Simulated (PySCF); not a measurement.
## A survey of $^{15}$N NMR shifts

PySCF 2.14 calculation with GIAO PBE0/pcSseg-1 shieldings and GFN2-xTB structure; equivalent nuclei averaged, a single conformation, no solvent model, no relativistic terms.

Shieldings were converted by a linear fit to measured shifts: $^{15}$N (scatter 6.3 ppm rms vs CH3NO2, solution or neat liquid). Occasional misses reach two or three times the rms, and more in compound classes unlike the fitted ones.

Q: Give the $^{15}$N shifts of `[H]/N=C/[C@@H]1C[C@@H]2C=C[C@H]1CC2`, `CC(C)(C)c1cccnc1`, `CN(C)Cc1ccccc1`, `C#C[C@@H]1CCN2CCC[C@@H]12`, `C#Cc1nn[nH]c1C#C`.

A: 
```json
{"compound": "[H]/N=C/[C@@H]1C[C@@H]2C=C[C@H]1CC2", "environment": "imine nitrogen", "δ (ppm)": "-72.9"}
{"compound": "CC(C)(C)c1cccnc1", "environment": "pyridine-type ring nitrogen", "δ (ppm)": "-63.4"}
{"compound": "CN(C)Cc1ccccc1", "environment": "amine nitrogen", "δ (ppm)": "-346.6"}
{"compound": "C#C[C@@H]1CCN2CCC[C@@H]12", "environment": "amine nitrogen", "δ (ppm)": "-331.5"}
{"compound": "[CH:1]#[C:2][c:3]1[n:4][n:5][nH:6][c:7]1[C:8]#[CH:9]", "environment": "N5: pyridine-type nitrogen of an azole", "δ (ppm)": "-22.6"}
{"compound": "[CH:1]#[C:2][c:3]1[n:4][n:5][nH:6][c:7]1[C:8]#[CH:9]", "environment": "N4: pyridine-type nitrogen of an azole", "δ (ppm)": "-27.9"}
{"compound": "[CH:1]#[C:2][c:3]1[n:4][n:5][nH:6][c:7]1[C:8]#[CH:9]", "environment": "N6: pyrrole-type ring nitrogen", "δ (ppm)": "-158.5"}
```
